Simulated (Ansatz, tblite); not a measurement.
Isomers of Pb3Se3 (singlet), found by a short tight-binding search and relaxed with r2SCAN-D4/def2-SVP in Ansatz.

In the def2 sets Pb takes a core potential; there is no spin–orbit coupling. The xTB rows come from tblite.

Other spin states were run for one of them alone.

A:

```xyz
6

Pb    1.0462   -1.4593   -0.4404
Pb   -0.6881    1.3991   -0.9933
Pb   -0.6609    0.1113    2.6470
Se    0.6864   -0.1157   -2.7506
Se    1.3589    1.0398    1.1137
Se   -1.7425   -0.9752    0.4237
```

B:

```xyz
6

Pb    1.939   -1.592   -0.826
Pb    0.542    2.338    1.104
Pb   -1.544   -0.737    0.385
Se   -1.670    1.981   -0.227
Se    1.124   -0.366    1.558
Se   -0.391   -1.625   -1.994
```

Problem. Estimate their order by electronic energy at PBE0-D4/def2-TZVP, counted from the lowest.

Solution. A (0.00) < B (0.42), in eV.

Problem. Do the other levels pick the same lowest one?

Solution. Not GFN2-xTB. Energies above each level's lowest (eV):

| level | A | B |
| --- | --- | --- |
| GFN1-xTB | 0.00 | 0.50 |
| GFN2-xTB | 0.10 | 0.00 |
| PBE-D4/def2-TZVP | 0.00 | 0.40 |
| r2SCAN-D4/def2-TZVP | 0.00 | 0.38 |
| PBE0-D4/def2-TZVP | 0.00 | 0.42 |
Point groups (tolerance 0.1 Å): A C2v, B Cs. Lower isomers may exist.
